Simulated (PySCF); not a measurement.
## C₆ coefficients of unlike pairs at UHF

Calculated with PySCF 2.14 from the dipole response of each species, C₆(A,B) = (3/π) ∫ α_A(iu) α_B(iu) du, in atomic units, from isotropic polarisabilities. For ions this is the dispersion term alone; charge-induced terms of lower order in 1/R come first.

| species | configuration | basis | relativity | α (bohr³) | C₆ (like pair) |
| --- | --- | --- | --- | --- | --- |
| B²⁺ | [He] 2s1 (2S) | aug-cc-pVQZ-DK (6s5p4d3f2g) | spin-free X2C | 7.925 | 11.13 |
| Ga²⁺ | [Ar] 3d10 4s1 (2S) | x2c-TZVPPall with one added diffuse shell each of s, p, d type (7s6p5d1f) | spin-free X2C | 11.97 | 35.31 |
| Ca | [Ar] 4s2 (1S) | aug-cc-pVDZ-X2C (6s5p3d) | spin-free X2C | 182.4 | 2707 |
| In²⁺ | [Kr] 4d10 5s1 (2S) | x2c-TZVPPall with one added diffuse shell each of s, p, d, f type (9s7p5d3f) | spin-free X2C | 17.38 | 81.63 |

Task: Estimate C₆ for In²⁺ with B²⁺.

Result: The integral gives 28.82. The combination rule 2 C_A C_B / (C_A α_B/α_A + C_B α_A/α_B) gives 29.49 and the geometric mean 30.14.

No spin-orbit coupling is included.

The other pairs:

| pair | C₆ |
| --- | --- |
| Ca, Ga²⁺ | 269.3 |
| Ga²⁺, B²⁺ | 19.54 |
| In²⁺, Ca | 392.0 |
| Ca, B²⁺ | 162.1 |
| In²⁺, Ga²⁺ | 52.97 |
